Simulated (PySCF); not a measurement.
```xyz
4
charge 0 multiplicity 1, angstrom
Nb    0.0017   -0.3829    0.0000
N     1.5123   -1.0203    0.0000
Cl   -0.3021    0.7254   -2.0161
Cl   -0.3021    0.7254    2.0161
```

Level of theory: PBE0 in PySCF with Nb def2-SVP with ECP28, N def2-SVP, Cl def2-SVP; scalar-relativistic core potentials, no spin–orbit coupling; density-fitted integrals.

This geometry of NbNCl2 is a stationary point at this level.

Problem. What is the point group?

Solution. Cs.

Problem. Is it a minimum?

Solution. Yes: all harmonic wavenumbers are real.

Problem. Which band is strongest in the infrared?

Solution. 437 cm⁻¹ (a''), 112 km/mol.

Problem. Give the atomic charges and bond orders.

Solution. 
```json
{"atom": "Nb1", "Mulliken": "0.69", "Löwdin": "-0.21", "polar tensor": "1.78", "Mayer order to Nb1": "–"}
{"atom": "N2", "Mulliken": "-0.19", "Löwdin": "-0.03", "polar tensor": "-0.67", "Mayer order to Nb1": "3.04"}
{"atom": "Cl3,4", "Mulliken": "-0.25", "Löwdin": "0.12", "polar tensor": "-0.56", "Mayer order to Nb1": "1.20"}
```

Stability towards spin polarisation was not tested. Other isomers or separated fragments may lie lower.
